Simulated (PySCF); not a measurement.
B(F)(Br)(Et) (C₂H₅BBrF), SMILES CCB(F)Br.

Coordinates come from a PBE-D3(BJ)/def2-SVP optimisation. The structure was generated by enumeration, and PubChem lists no compound with its InChIKey, so it may never have been made. One conformer was computed; it need not be the lowest.

All values below come from TDDFT-PBE/def2-SVPD (PySCF).

Vertical excitations. Gas-phase values at a fixed geometry. State labels are in the subgroup Cs.

Computed lowest excited states:
| state | symmetry | energy (eV) | λ (nm) | f | main pairs |
|---|---|---|---|---|---|
| S1 | A" | 5.41 | 229 | 0.000 | HOMO→LUMO 100 % |
| S2 | A' | 6.29 | 197 | 0.103 | HOMO−1→LUMO 94 % |
| S3 | A" | 6.31 | 196 | 0.000 | HOMO−2→LUMO 99 % |
| S4 | A' | 6.73 | 184 | 0.028 | HOMO→LUMO+1 98 % |
| S5 | A" | 7.13 | 174 | 0.032 | HOMO−1→LUMO+1 99 % |
| S6 | A' | 7.14 | 174 | 0.020 | HOMO−3→LUMO 96 % |
| S7 | A" | 7.35 | 169 | 0.004 | HOMO−4→LUMO 98 % |
| S8 | A' | 7.45 | 166 | 0.067 | HOMO→LUMO+2 97 % |
| S9 | A' | 7.53 | 165 | 0.026 | HOMO−2→LUMO+1 98 % |
| S10 | A" | 7.85 | 158 | 0.020 | HOMO−1→LUMO+2 98 % |
| T1 | A" | 5.23 | 237 | 0 | HOMO→LUMO 99 % |
| T2 | A' | 5.46 | 227 | 0 | HOMO−1→LUMO 99 % |
| T3 | A" | 5.86 | 212 | 0 | HOMO−2→LUMO 98 % |
| T4 | A' | 6.62 | 187 | 0 | HOMO→LUMO+1 98 % |
Triplets are in the Tamm–Dancoff approximation, which puts them higher than full response would, so one can lie above its singlet here.
